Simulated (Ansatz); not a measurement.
Reaction (ligand exchange at a Ge–N bond): `[NH2][Ge][N]([SiH3])[SiH3]` + NH₃ → `[NH2][Ge][NH2]` + `[SiH3]N[SiH3]`

Isolated molecules relaxed with PBE0-D4/def2-TZVP in Ansatz; ΔE leaves out vibrations. CCSD(T)/CBS adds triple-zeta CCSD(T) − MP2 to the extrapolated MP2 energy (def2 sets, frozen cores). This one scheme is used for every species. DFT in def2-TZVPP. For Ge outer-core shells are correlated without core-valence functions, which leaves a few kJ/mol of doubt a bond. Scalar relativity is left out up to krypton. One conformer a species, not always the lowest.

CCSD(T)/CBS gives +17.2 kJ/mol.

Question: Another level gave +14.0 kJ/mol. Which?
A. LC-ωPBE/def2-TZVPP
B. MP2/def2-TZVPP
C. PBE0/def2-TZVPP
D. BHLYP-D4/def2-TZVPP

Answer: D. BHLYP-D4 14.0, PBE0 5.7, MP2/def2-TZVPP 20.1, LC-ωPBE 0.5 kJ/mol.

Question: What do rigid-rotor, harmonic-oscillator terms from PBE0-D4/def2-TZVP frequencies (298.15 K, 1 bar) make of the CCSD(T)/CBS value? (An estimate is asked.)

Answer: The calculation gave: ΔZPE = -0.3 kJ/mol, ΔH = +15.1 kJ/mol, ΔS = 34 J/(mol·K), ΔG = +4.8 kJ/mol. Modes under 50 cm⁻¹ make the entropy rough.

Largest T1 diagnostic among the species: 0.014.

The D4 term adds +16.2 kJ/mol with B3LYP and +9.0 kJ/mol with PBE0; it sums over pairs of atoms, weighted by their polarisabilities, and B3LYP, whose exchange is more repulsive, gets the larger term. In def2-TZVPP, CCSD(T) changes the Hartree–Fock value by +27.1 kJ/mol (the triples alone add +5.4 kJ/mol) and MP2 by +28.9 kJ/mol.

CCSD(T)/CBS has its own doubt, a few kJ/mol and more with outer-core shells, so smaller differences from it don't rank the levels.

B3LYP here is the variant with VWN-RPA as its local correlation; programs differ in this.
